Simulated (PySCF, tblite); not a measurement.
Isomers of [C7H12]+ (charge +1 and doublet state), one GFN2-xTB conformer each. Single-point energies are computed at B3LYP/pcH-1 (PySCF, gas phase, no added dispersion term), electronic only. GFN2-xTB treats the open shell by occupation alone, and not every SCF solution was tested for stability.

**Question.** Rank them by B3LYP/pcH-1 energy, lowest first (kJ/mol).
A. `[CH2:1][CH+:2][CH:3]1[CH2:4][CH2:5][CH2:6][CH2:7]1` (charge +1 and doublet state) with H–C1–C2–C3 173° and -6°, C1–C2–C3–C4 -158°, C2–C3–C4–C5 155°, C3–C4–C5–C6 1°, C4–C5–C6–C7 -24°, C5–C6–C7–C3 36°
B. `[CH2+:1]/[C:2]=[C:3](/[CH3:4])[CH2:5][CH2:6][CH3:7]` (charge +1 and doublet state) with C2–C3–C5–C6 -87°, C3–C5–C6–C7 175°
C. `[CH3:1][CH2:2][C+:3]1[CH:4][CH2:5][C@H:6]1[CH3:7]` (charge +1 and doublet state) with C1–C2–C3–C4 177°
D. `[C+](=[C]C(C)C)CC` [radical]
E. `[CH2+:1]/[C:2]=[CH:3]\[CH2:4][CH2:5][CH2:6][CH3:7]` (charge +1 and doublet state) with C2–C3–C4–C5 -107°, C3–C4–C5–C6 176°, C4–C5–C6–C7 -178°
F. `[CH3:1][C+:2]1[CH:3][CH2:4][CH2:5][CH2:6][CH2:7]1` (charge +1 and doublet state) with C1–C2–C3–C4 170°, C2–C3–C4–C5 -4°, C3–C4–C5–C6 40°, C4–C5–C6–C7 -62°

**Answer.** F (0.0), B (131.5), C (131.6), A (137.0), E (168.6), D (178.4).

Neighbours under 21 kJ/mol apart ([CH2+]/[C]=C(/C)CCC and CC[C+]1[CH]C[C@H]1C; CC[C+]1[CH]C[C@H]1C and [CH2][CH+]C1CCCC1; [CH2+]/[C]=C\CCCC and CC[C+]=[C]C(C)C) can change places with a better method, another conformer or zero-point energy. GFN2-xTB itself gives, in the same order: 0.0, 155.9, 125.7, 99.0, 191.0, 165.2. Both levels put the same isomer lowest; measured from each level's own lowest isomer, the values differ by up to 38.0 kJ/mol ([CH2][CH+]C1CCCC1: 99.0 against 137.0).

**Question.** What happens when harmonic zero-point energies from GFN2-xTB frequencies are added?

**Answer.** 
| SMILES | ZPE (kJ/mol) | electronic (kJ/mol) | with ZPE (kJ/mol) |
| --- | --- | --- | --- |
| C[C+]1[CH]CCCC1 | 436.8 | 0.0 | 0.0 |
| [CH2+]/[C]=C(/C)CCC | 426.0 | 131.5 | 120.6 |
| CC[C+]1[CH]C[C@H]1C | 429.3 | 131.6 | 124.1 |
| [CH2][CH+]C1CCCC1 | 431.7 | 137.0 | 131.8 |
| [CH2+]/[C]=C\CCCC | 425.9 | 168.6 | 157.7 |
| CC[C+]=[C]C(C)C | 425.7 | 178.4 | 167.2 |

The zero-point energies span 11.1 kJ/mol. The order is unchanged.
